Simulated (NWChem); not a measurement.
Molecule: BBr₃; SMILES BrB(Br)Br

```xyz
4

B      0.0000     0.0000    -0.0028
Br    -1.8994    -0.2504    -0.0028
Br     0.7328     1.7701    -0.0028
Br     1.1666    -1.5197    -0.0028
```
Atoms are numbered in this order, from 1.

Program: NWChem. Coordinates come from a B3LYP/6-31G* (spherical d) optimisation. Ions are spin-unrestricted doublets at the neutral geometry; other ion states weren't tried.

For level PBE0/STO-3G:

vertical ionisation energy, ΔSCF (eV): 8.28
−ε(HOMO) (eV): 5.70

Task: How do the values read with level PBE0/def2-TZVPP instead?

Result: 
- vertical ionisation energy, ΔSCF (eV) = 10.34
- −ε(HOMO) (eV) = 8.34
